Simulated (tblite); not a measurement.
Question: What does the GFN2-xTB structure of InChI=1S/C5H13FOSi2/c1-2-7-9-3-5(6)8-4-9/h5,9H,2-4,8H2,1H3/t5-,9-/m0/s1 look like in three dimensions?

Answer: 
```
atom  x, y, z in Å
C1    -3.564   -0.439    0.774
C2    -2.586   -0.014   -0.310
O3    -1.358    0.327    0.273
Si4    0.052    0.606   -0.469
C5     0.912   -0.929   -1.211
Si6    2.697   -0.887   -0.549
C7     2.649    0.810    0.354
F8     3.599    0.862    1.378
C9     1.260    1.071    0.908
H10   -4.522   -0.699    0.331
H11   -3.172   -1.300    1.308
H12   -3.706    0.372    1.482
H13   -2.971    0.855   -0.855
H14   -2.438   -0.825   -1.032
H15   -0.072    1.650   -1.500
H16    0.898   -0.932   -2.298
H17    0.416   -1.848   -0.902
H18    3.708   -0.874   -1.610
H19    2.979   -1.948    0.420
H20    2.933    1.624   -0.324
H21    1.107    0.435    1.781
H22    1.170    2.102    1.248
```

Orientation and origin are arbitrary. Atoms count from 1 in this order. Si4 (oxygen-bound silicon) is distorted tetrahedral (angles from 101.2° to 115.6°). The 5-membered ring Si4–C5–Si6–C7–C9 has internal angles of 99.2° to 110.2°; it is puckered, 0.20 Å rms from its mean plane, widest ring torsion 45°. The 4 C–Si bonds span 1.889 Å (Si4–C9, drawn single) to 1.923 Å (Si6–C7, drawn single), a spread of 0.034 Å. Si6 (SiH2 silicon) is distorted tetrahedral (angles from 99.2° to 113.3°).

Bonds between heavy atoms (Å): C1–C2 1.520, C2–O3 1.401, O3–Si4 1.618, Si4–C5 1.910, C5–Si6 1.905, Si6–C7 1.923, C7–F8 1.397, C7–C9 1.518, Si4–C9 1.889.

The geometry is computed with GFN2-xTB (gas phase).

Point group: C1 (no symmetry element, even within 0.4 Å). Its GFN2-xTB frequencies are all real (lowest 17 cm⁻¹). The numbers are those of one conformer (C1–C2–O3–Si4 169°, C2–O3–Si4–C5 -71°, O3–Si4–C5–Si6 -129°, Si4–C5–Si6–C7 -6°, C5–Si6–C7–F8 155°, Si6–C7–C9–Si4 -45°).
